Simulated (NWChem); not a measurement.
**Total energies of CF (+1)**

```
C
F 1 1.1535
```
Charge +1, spin multiplicity 1.

The numbers come from NWChem runs, not from measurements. All single points use one geometry, from PBE0/def2-SVP, a minimum by its harmonic frequencies.

Basis set: 6-31G* (28 functions).

```json
[
 {"method": "RHF", "total energy (Ha)": "-136.84557"},
 {"method": "MP2", "total energy (Ha)": "-137.10170"},
 {"method": "B2PLYP", "total energy (Ha)": "-137.33047"},
 {"method": "PBE", "total energy (Ha)": "-137.29419"},
 {"method": "B3LYP", "total energy (Ha)": "-137.43340"},
 {"method": "BP86", "total energy (Ha)": "-137.43091"},
 {"method": "CCSD(T)", "total energy (Ha)": "-137.12497"}
]
```

Total energies of different functionals aren't comparable as a measure of quality: only differences taken within one method are. 

The correlated methods keep 2 core orbitals frozen. B3LYP has NWChem's definition, with VWN1-RPA local correlation. The Pople sets run with spherical d functions. The structure started from a generated list of species. Coupled-cluster values serve here as a point of comparison, not as the truth.
